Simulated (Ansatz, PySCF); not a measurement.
System: sum formula SiPH₄, net charge 0, doublet state. It need not be the lowest isomer of its formula. 
Geometry from a B3LYP-D3(BJ)/def2-TZVP (Ansatz, a first-principles code) optimisation:
```
Si
H 1 1.4892
H 1 1.4892 2 108.42
P 1 2.2575 2 108.18 3 -117.10
H 4 1.4177 1 96.32 2 -73.60
H 4 1.4177 5 94.78 1 96.92
```
Charge 0, spin multiplicity 2.

Dipole moments at this geometry, in debye (magnitudes).

| level | program | dipole (D) |
|---|---|---|
| PBE/def2-TZVPD | Ansatz | 0.59 |
| BLYP/def2-TZVPD | PySCF | 0.59 |
| revPBE/def2-TZVPD | Ansatz | 0.60 |
| BP86/def2-TZVPD | PySCF | 0.59 |
| TPSS/def2-TZVPD | PySCF | 0.59 |
| r2SCAN0/def2-TZVPD | Ansatz | 0.66 |
| PW6B95/def2-TZVPD | PySCF | 0.61 |
| M06-2X/def2-TZVPD | PySCF | 0.71 |
| MN15/def2-TZVPD | PySCF | 0.76 |
| HSE06/def2-TZVPD | Ansatz | 0.62 |
| CAM-B3LYP/def2-TZVPD | Ansatz | 0.63 |
| LC-wPBE/def2-TZVPD | Ansatz | 0.69 |
| wB97X-V/def2-TZVPD | Ansatz | 0.64 |
| CCSD(T)/aug-cc-pV(D+d)Z | Ansatz | 0.61 |
